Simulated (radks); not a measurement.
Spherical quantum dot in the effective-mass picture: electrons in a well V = -V0 / (1 + exp((r - R)/a)) with V0 = 18.6, R = 2.47, a = 0.18, with a point charge +2 (a donor) at the centre, all in effective atomic units (hartree* = m*/eps^2 hartree, bohr* = eps/m* bohr), one dielectric constant everywhere. Method: non-relativistic Kohn-Sham, PBEsol, spin-polarised, spherical densities; computed with a radial shooting solver with Libxc functionals. Levels are named by radial order and angular momentum (1s, 1p, 1d, 2s, ...), and open shells are averaged over m. Each electron was tried in the lowest free levels, single moves between levels near the top were tried too, and the lowest total energy was kept; such a search can miss a lower state. The series stops at N = 27: beyond it a trial failed or the search could not be trusted, so later rows were left out. At N = 1 the Hartree and exchange-correlation terms need not cancel, so that row can carry a self-interaction error.

| N | open shells | 2S | E (hartree*) | mu = E(N) - E(N-1) (hartree*) | addition energy mu(N+1) - mu(N) (hartree*) | e(HOMO) (hartree*) | rms radius (bohr*) |
|---|---|---|---|---|---|---|---|
| 1 | 1s(up 1, down 0) | 1 | -20.5299 | -20.530 | 1.189 | -20.059 | 0.8041 |
| 2 | none | 0 | -39.8705 | -19.341 | 2.393 | -18.944 | 0.8964 |
| 3 | 1p(up 1, down 0) | 1 | -56.8182 | -16.948 | 0.5425 | -16.685 | 1.113 |
| 4 | 1p(up 2, down 0) | 2 | -73.2234 | -16.405 | 0.5682 | -16.123 | 1.217 |
| 5 | 1p(up 3, down 0) | 3 | -89.0605 | -15.837 | 0.7551 | -15.551 | 1.284 |
| 6 | 1p(up 3, down 1) | 2 | -104.142 | -15.082 | 0.5205 | -14.828 | 1.334 |
| 7 | 1p(up 3, down 2) | 1 | -118.704 | -14.561 | 0.5410 | -14.292 | 1.374 |
| 8 | none | 0 | -132.724 | -14.020 | 1.264 | -13.748 | 1.406 |
| 9 | 2s(up 1, down 0) | 1 | -145.481 | -12.756 | 0.7139 | -12.459 | 1.433 |
| 10 | none | 0 | -157.523 | -12.042 | 0.7114 | -11.730 | 1.451 |
| 11 | 1d(up 1, down 0) | 1 | -168.854 | -11.331 | 0.5042 | -11.079 | 1.482 |
| 12 | 1d(up 2, down 0) | 2 | -179.681 | -10.827 | 0.5056 | -10.574 | 1.508 |
| 13 | 1d(up 3, down 0) | 3 | -190.002 | -10.321 | 0.5059 | -10.068 | 1.531 |
| 14 | 1d(up 4, down 0) | 4 | -199.818 | -9.8154 | 0.5055 | -9.5433 | 1.552 |
| 15 | 1d(up 5, down 0) | 5 | -209.127 | -9.3099 | 0.6416 | -9.0040 | 1.570 |
| 16 | 1d(up 5, down 1) | 4 | -217.796 | -8.6683 | 0.4901 | -8.4237 | 1.587 |
| 17 | 1d(up 5, down 2) | 3 | -225.974 | -8.1782 | 0.4918 | -7.9325 | 1.603 |
| 18 | 1d(up 5, down 3) | 2 | -233.660 | -7.6864 | 0.4925 | -7.4402 | 1.618 |
| 19 | 1d(up 5, down 4) | 1 | -240.854 | -7.1939 | 0.4926 | -6.9340 | 1.631 |
| 20 | none | 0 | -247.555 | -6.7013 | 1.600 | -6.4176 | 1.644 |
| 21 | 1f(up 1, down 0) | 1 | -252.656 | -5.1008 | 0.4746 | -4.8635 | 1.659 |
| 22 | 1f(up 2, down 0) | 2 | -257.282 | -4.6262 | 0.4747 | -4.3888 | 1.672 |
| 23 | 1f(up 3, down 0) | 3 | -261.434 | -4.1515 | 0.4745 | -3.9142 | 1.685 |
| 24 | 1f(up 4, down 0) | 4 | -265.111 | -3.6770 | 0.4742 | -3.4398 | 1.697 |
| 25 | 1f(up 5, down 0) | 5 | -268.314 | -3.2028 | 0.4737 | -2.9659 | 1.709 |
| 26 | 1f(up 6, down 0) | 6 | -271.043 | -2.7291 | 0.4731 | -2.4925 | 1.720 |
| 27 | 1f(up 7, down 0) | 7 | -273.299 | -2.2561 | - | -2.0197 | 1.730 |

All shells are closed at N = 2, 8, 10, 20 (there: 1s2 1p6 1d10 2s2); the second difference of the energy has clear peaks (12 % above both neighbours; the first and last values, which can be the largest, are not judged, and half-filled shells can peak too) at N = 2, 5, 8, 15, 20.
